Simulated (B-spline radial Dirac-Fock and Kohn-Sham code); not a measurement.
## Kohn-Sham estimates against Dirac-Fock for the levels of Sr⁴⁺

System: the Sr⁴⁺ ion in the configuration [Ar] 3d10 4s2 4p4.

The density-functional columns are spherical, spin-unpolarised Dirac-Kohn-Sham results without Breit or QED terms: −ε is minus the orbital energy of the initial state and ΔSCF the difference of two total energies. The reference in the last column comes from Dirac-Fock (average of configuration) total-energy differences with a finite nucleus, the Breit interaction including its frequency dependence, and self-energy and vacuum-polarisation corrections. All numbers are from a B-spline atomic structure program, in eV; a selection of levels is shown. For the 1s level of heavy atoms much of the gap between ΔSCF and the reference is the Breit and QED part, -39.2 eV here; for other levels the error of the functional can be larger.

```
     level   PBE −ε  PBE ΔSCF   LDA −ε  LDA ΔSCF  Dirac-Fock
    K (1s)  15979.8   16225.0  15955.4   16199.9     16165.3
   L1 (2s)   2205.2    2248.5   2202.4    2245.9      2282.1
L2 (2p1/2)   2011.3    2064.2   2010.5    2063.4      2068.2
   M1 (3s)    381.3     398.7    380.4     397.8       419.9
M2 (3p1/2)    310.9     328.3    310.6     328.0       341.4
M4 (3d3/2)    176.7     194.2    177.0     194.5       193.2
M5 (3d5/2)    174.9     192.2    175.2     192.6       191.4
   N1 (4s)    84.11     92.32    84.30     92.54       92.97
 N2,3 (4p)    64.62     72.14    64.83     72.38       71.01
```

Question: Order the estimates of the K (1s) level by their distance from the Dirac-Fock value, nearest first.
A. PBE −ε
B. LDA −ε
C. LDA ΔSCF
D. PBE ΔSCF

Answer: C (34.6 eV), D (59.7 eV), A (185.6 eV), B (209.9 eV).

Values without a named source are computed, but for edge energies of neutral atoms, which are taken from tables.
